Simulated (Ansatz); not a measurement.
Consider the redistribution: `[F][Ge]([F])([SeH])[SeH]` + `CO[SiH2]F` → `C[O][Ge]([F])([F])[SeH]` + `F[SiH2][SeH]`.

Program: Ansatz. Geometries: PBE0-D4/def2-TZVP. ΔE: electronic, gas phase. CCSD(T)/CBS is the MP2 limit (def2-TZVPP, def2-QZVPP) plus CCSD(T) − MP2 in def2-TZVPP, frozen cores. DFT in def2-TZVPP. For Ge, Se outer-core shells are correlated without core-valence functions, which leaves a few kJ/mol of doubt a bond. Scalar relativity is left out up to krypton. Each species was taken in one conformer, which may not be the lowest.

`[F][Ge]([F])([SeH])[SeH]`:

```xyz
7

F    -0.700   -2.018    0.305
Ge   -0.278   -0.358    0.114
F    -0.770    0.340    1.614
Se    2.013   -0.030   -0.073
Se   -1.541    0.369   -1.689
H     2.130    0.029    1.392
H    -0.853    1.668   -1.663
```

`CO[SiH2]F`:

Z-matrix (Å, degrees):
```
C
O 1 1.412
H 1 1.094 2 110.6
H 1 1.091 2 108.3 3 119.2
H 1 1.096 2 111.7 3 -121.3
Si 2 1.623 1 125.2 3 82.5
F 6 1.598 2 111.1 1 -70.1
H 6 1.474 2 106.8 1 172.1
H 6 1.483 2 110.6 1 47.2
```

`C[O][Ge]([F])([F])[SeH]`:

Cartesian coordinates in Å:
```
C -0.007 1.006 -1.551
O 0.245 0.953 -0.152
Ge -0.008 -0.523 0.732
F 0.966 -1.784 0.076
F -1.598 -1.113 0.427
Se 0.417 -0.118 2.958
H 0.651 0.327 -2.101
H 0.194 2.028 -1.872
H -1.048 0.762 -1.779
H 0.188 -1.538 3.261
```

`F[SiH2][SeH]`:

Z-matrix (Å, degrees):
```
Si
Se 1 2.258
F 1 1.598 2 112.3
H 1 1.479 2 110.7 3 -119.2
H 1 1.479 2 106.0 3 117.8
H 2 1.469 1 92.7 3 77.5
```

**Question.** Is it downhill or uphill in electronic energy at CCSD(T)/CBS, and by how much? (Best estimate.)

**Answer.** Computed: Uphill: ΔE = +62.6 kJ/mol.

**Question.** What do these levels give: PBE0-D4, r2SCAN, PBE0, MP2/def2-TZVPP, SCS-MP2/def2-TZVPP, MP2/CBS(def2)? (Best estimate.)

**Answer.** The calculation gave: PBE0-D4 64.4, r2SCAN 64.6, PBE0 63.9, MP2/def2-TZVPP 63.3, SCS-MP2/def2-TZVPP 63.1, MP2/CBS(def2) 64.3 kJ/mol.

Largest T1 diagnostic among the species: 0.011.

In def2-TZVPP, CCSD(T) changes the Hartree–Fock value by −5.7 kJ/mol (the triples alone add −0.9 kJ/mol) and MP2 by −3.9 kJ/mol.
